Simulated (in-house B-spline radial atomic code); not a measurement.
**RPA and G0W0 on r2SCAN0: Nb VI (Nb5+)**

Configuration [Ar] 3d10 4s2 4p6, mean-field start r2SCAN0. Computed with a B-spline radial code for spherical atoms: all electrons, scalar-relativistic (spin-free one-electron X2C), finite nucleus, each spin shell either full or empty, empty states to l = 9 with an (l + 1/2)⁻⁴ tail; G0W0 by contour deformation at full frequency.

Command:
```bash
python run_gw.py task.json out
```
Settings (radii: box in bohr, nucleus in fm):
```
Z                        41
electrons                36
configuration            [Ar] 3d10 4s2 4p6
hamiltonian              x2c
method                   r2scan0
lmax                     9
rms_radius               4.324
spin_polarised           False
box_radius               10.43
intervals                67
```

Time taken, with all properties: 3.1 s on 1 thread of Arm Neoverse N1, on a shared host.

Energies (hartree):

```json
{"term": "mean-field total", "value": "-3814.41880"}
{"term": "Hartree-Fock functional on these orbitals", "value": "-3812.51115"}
{"term": "direct second order", "value": "-2.9895"}
{"term": "second-order exchange", "value": "0.85831"}
{"term": "SOSEX correction", "value": "0.80491"}
```

Task: What is the RPA correlation energy, and what remains with SOSEX?

Result: RPA gives -2.6742 hartree (-2.02 eV per electron); RPA + SOSEX gives -1.8693, and the second-order doubles -2.1312 hartree (no singles). SOSEX takes back 30 % of the RPA value.

Quasi-particle levels (eV):

| level | occupied | mean field | Σx - vxc | Σc | QP weight | G0W0 |
| --- | --- | --- | --- | --- | --- | --- |
| 4p | yes | -96.97 | -5.32 | ? | ? | ? |
| 3d | yes | -269.51 | -18.50 | 6.49 | 0.917 | -281.51 |
| 4d | no | -54.83 | 6.28 | -2.13 | 0.972 | -50.68 |

G0W0 = mean field + (Σx - vxc) + Σc, with Σc (partial-wave tail included) taken at the quasi-particle energy. Only the outer levels were computed. Levels of low weight are left out.

Task: Where does G0W0 put 4p?

Result: At -103.03 eV, with Σc = -0.74 eV and a quasi-particle weight of 0.962. The tabulated removal energy is 102.069 ± 0.006 eV (NIST, semi-empirical); the calculation leaves out spin-orbit coupling, Breit and QED terms, and what these don't explain is the method's own error.
